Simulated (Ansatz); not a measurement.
The cluster As2S2. Charge 0, multiplicity 1. Geometry r2SCAN-D4/def2-SVP.

```xyz
4

As   -0.184   -1.571    0.307
As   -1.597    0.235   -0.026
S     0.255    1.481   -0.290
S     1.526   -0.145    0.009
```

The restricted singlet is unstable towards broken spin symmetry in Hartree–Fock (as tested in another run); at PBE-D4/def2-TZVP, r2SCAN-D4/def2-TZVP, B97M-V/def2-TZVP, PBE0-D4/def2-TZVP and others this wasn't settled. Another isomer (singlet) lies 0.51 eV lower at PBE0-D4/def2-TZVP; other spin states weren't run for this one.

**Question.** Estimate the orbital energies around the gap (eV) in Ansatz with PBE-D4/def2-TZVP, r2SCAN-D4/def2-TZVP, B97M-V/def2-TZVP, PBE0-D4/def2-TZVP, ωB97M-V/def2-TZVP.

**Answer.** 
| orbital | PBE-D4/def2-TZVP | r2SCAN-D4/def2-TZVP | B97M-V/def2-TZVP | PBE0-D4/def2-TZVP | ωB97M-V/def2-TZVP |
| --- | --- | --- | --- | --- | --- |
| HOMO−5 | -9.48 | -9.88 | -9.80 | -10.75 | -12.85 |
| HOMO−4 | -8.76 | -9.19 | -9.10 | -10.16 | -12.51 |
| HOMO−3 | -7.10 | -7.40 | -7.35 | -8.16 | -10.06 |
| HOMO−2 | -6.63 | -6.93 | -6.91 | -7.70 | -9.63 |
| HOMO−1 | -6.13 | -6.42 | -6.36 | -7.19 | -9.14 |
| HOMO | -5.75 | -6.03 | -5.91 | -6.69 | -8.53 |
| LUMO | -3.26 | -3.35 | -3.23 | -2.76 | -1.00 |
| LUMO+1 | -3.07 | -2.97 | -2.78 | -2.25 | -0.25 |
| LUMO+2 | -3.06 | -2.96 | -2.77 | -2.16 | -0.10 |
| LUMO+3 | -0.61 | -0.44 | -0.22 | 0.33 | 2.44 |
| LUMO+4 | 0.09 | 0.44 | 0.49 | 0.98 | 2.84 |
| LUMO+5 | 2.81 | 3.19 | 3.26 | 3.73 | 5.81 |
